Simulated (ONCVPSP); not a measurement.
# What one change does to a pseudopotential (tin (Sn), ONCV)

ONCVPSP 4.0.1 input, shortened (lines: element, Z, core and valence counts, functional; n l f; lmax; l rc ep ncon nbas qcut; lloc lpopt rc5 dvloc0; l nproj debl; icmod fcfact rcfact), PW91, scalar-relativistic:

```
  Sn 50.00    9    2  -109134      upf
    1    0    2.00
    2    0    2.00
    2    1    6.00
    3    0    2.00
    3    1    6.00
    3    2   10.00
    4    0    2.00
    4    1    6.00
    4    2   10.00
    5    0    2.00
    5    1    1.50
    2
    0    2.15    0.00    4    8    2.90
    1    2.75    0.00    4    7    2.90
    2    2.90    0.06    4    7    2.80
    4    5    1.85    0.00
    0    2    3.90
    1    1    2.20
    2    2    1.90
    0    0.00    0.00
```

Change: local potential polynomial inside 1.85 bohr (lpopt 5, dvloc0 7.5 Ha).

Cutoffs: the cutoffs (Ha) at which the residual kinetic energy of the hardest occupied pseudo-wave falls to 1 and 0.1 mHa per electron; they do not see the model core or the augmentation charge, which bear on the density cutoff. Errors are all-electron minus pseudo energies relative to the spin-unpolarised reference configuration.

**Question.** How do hardness, ghosts and transferability respond?

**Answer.** The potential gets neither clearly harder nor softer (17 Ha and 35 Ha → 17 Ha and 35 Ha); a bound ghost appears in p, which as a rule spoils a file; of the 4 tests that both files solve, the error grows in 1 and shrinks in 1 by more than 15 % and 0.3 meV (median size 5.0 → 4.6 meV); the range in which the s phases agree widens (upper end 3.1 → at the end of the scan); the range in which the p phases agree widens (upper end 0.5 → 1.8). In the separable form a ghost depends on how the local part lies against the semilocal potential of the channel, so the choice of the local part can create or remove one.

```tsv
quantity	base	changed
cutoff, loose	17 Ha	17 Ha
cutoff, tight	35 Ha	35 Ha
bound ghosts	none	p
GHOST(+) flags under 300 eV	s at 86.2 eV	none
error for 5s2 5p2, meV [ΔE -2.64 eV]	+1.5	+0.9
error for 5s2 5p1, meV [ΔE 4.29 eV]	-0.2	-0.8
error for 5s2 5p0, meV [ΔE 18.32 eV]	+8.5	+8.3
error for 5s1 5p3, meV [ΔE 4.36 eV]	+20	+20
s: phases at 2.18 bohr within 0.05 rad from the reference energy up to (Ha; the scan ends near 5)	3.1	to the end of the scan
p: phases at 2.79 bohr within 0.05 rad from the reference energy up to (Ha; the scan ends near 5)	0.5	1.8
d: phases at 2.94 bohr within 0.05 rad from the reference energy up to (Ha; the scan ends near 5)	2.3	2.5
```

 A true bound ghost makes a file unfit for plane-wave use even where its test errors are small: the radial tests pick states by their node count and pass the ghost by.
